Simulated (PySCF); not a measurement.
CH10FNSi3, SMILES C[Si@H](N[SiH3])[SiH2]F. Heavy atoms are numbered as in [CH3:1][Si@H:2]([NH:3][SiH3:4])[SiH2:5][F:6]. Hydrogens are named by the atom that carries them.

Geometry: B3LYP-D3(BJ)/def2-SVP. The structure was generated by enumeration; whether it is a known compound was not checked. The values are those of a single conformer.

These are PBE/pcSseg-1 (PySCF) values and carry that method's errors.

GIAO shieldings, no solvent; atoms alike by connectivity are averaged. δ = σ(ref) − σ: ¹³C against TMS (σ = 182.0 ppm); ²⁹Si against TMS (σ = 335.4 ppm); ¹⁵N against NH3 (σ = 267.0 ppm); ¹⁹F against CFCl3 (σ = 133.6 ppm); ¹H against TMS (σ = 31.49 ppm), references at their B3LYP-D3(BJ)/def2-TZVP geometries, non-relativistic.

Estimate the chemical shifts. (Estimate from the structure and the level; the computed values follow.)


```csv
nucleus,atoms,count,δ (ppm)
¹³C,C1 (CH3),1,3.9
²⁹Si,Si5 (SiH2),1,5.6
²⁹Si,Si2 (SiH),1,-23.0
²⁹Si,Si4 (SiH3),1,-49.5
¹⁵N,N3 (NH),1,10.0
¹⁹F,F6,1,-293.5
¹H,H on Si5,2,6.04
¹H,H on Si2,1,5.44
¹H,H on Si4,3,5.17
¹H,H on C1,3,0.48
¹H,H on N3,1,-0.12
```
